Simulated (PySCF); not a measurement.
O3W, charge -1, multiplicity 2. Atoms are numbered in the order given.

```xyz
4

W      0.0000     0.0000     0.1103
O      1.4858     0.8579    -0.3401
O      0.0000    -1.7157    -0.3401
O     -1.4858     0.8579    -0.3401
```
Charge -1, spin multiplicity 2.

Geometry: PBE-D3(BJ)/def2-SVPD. The multiplicity is an assumed one; other spin states were not compared. The isomer is the one that the SMILES or the coordinates give; other isomers of the formula were not compared. The def2 effective core potentials stand for the cores of W; spin–orbit coupling is left out.

All values below come from PBE-D3(BJ)/def2-SVPD run with PySCF 2.14.0.

Frequencies are harmonic and unscaled.

Modes within 1.5 cm⁻¹ of each other (mostly degenerate sets) share a row, with their intensities summed.

```tsv
mode	ν (cm⁻¹)	IR (km/mol)	moving atoms (share of kinetic energy)
1	180	10.1	O 82 %, W 18 %
2–3	293	4.0	O 94 %
4–5	860	514.3	O 88 %, W 12 %
6	915	25.1	O 98 %
```
